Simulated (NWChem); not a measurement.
**Correlation energy of H3OSi**

```xyz
5

O     -1.1796    -0.2168     0.0000
Si     0.4699     0.0980     0.0000
H      0.9144     0.8281     1.2237
H      0.9144     0.8281    -1.2237
H      1.0298    -1.2931     0.0000
```
Charge 0, spin multiplicity 2.

Program: NWChem. Structure: optimised with UPBE0/def2-SVP, a minimum by its harmonic frequencies.

Basis set: 6-31G*. Each correlation energy counts from its own Hartree-Fock reference.

The correlated methods keep 6 core orbitals frozen. The Pople sets run with spherical d functions. The structure started from a generated list of species. The unpaired electrons of the parent sit in orbitals of symmetry a' (Cs labels of the run); other states weren't searched. The stability of the SCF solutions was not checked. Open-shell Hartree-Fock references start from PBE0 orbitals. No row is a measurement; the coupled-cluster row has its own basis-set and correlation limits.

Task: For the correlation energy, CCSD on UHF gives -243.7 mHa and UMP2 gives -211.6 mHa. What do SCS-UMP2, CCSD[T] on UHF, CCSD(T) on UHF give?

Result: SCS-UMP2: -213.6 mHa; CCSD[T] on UHF: -248.8 mHa; CCSD(T) on UHF: -248.2 mHa.
